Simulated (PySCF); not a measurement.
## Ionisation energy of Eu⁴⁶⁺ by level of theory

Eu⁴⁶⁺ [Ne] 3s2 3p5 (2P) → Eu⁴⁷⁺ [Ne] 3s2 3p4 (3P), as a difference of total energies. Computed with PySCF 2.14 in an uncontracted even-tempered set (18 s from 9.6 bohr⁻², ratio 2.5; 12 p from 12 bohr⁻², ratio 2.5; 4 d from 54 bohr⁻², ratio 2.7; 4 f from 80 bohr⁻², ratio 2.7), with the spin-free X2C one-electron Hamiltonian (Gaussian nucleus). Correlated levels: outer shells: 1s2 frozen; virtual orbitals above 40 to 60 times the deepest correlated orbital energy dropped. The calculations carry no spin-orbit coupling.

| method | ionisation energy (eV) |
| --- | --- |
| UHF | 3972.2 |
| MP2 (outer shells) | 3973.3 |
| SCS-MP2 (outer shells) | 3973.2 |
| CCSD (outer shells) | 3973.3 |
| CCSD(T) (outer shells) | 3973.3 |

Spin-orbit coupling is strong in these open shells (close to jj coupling). The scalar numbers leave it out and a first-order estimate fails, so it can dominate the gap to the real levels.

Breit and QED terms and the two-electron picture change are absent.

For comparison: 3921 ± 4 eV (theoretical estimate listed by NIST; NIST Atomic Spectra Database, ionization energies).
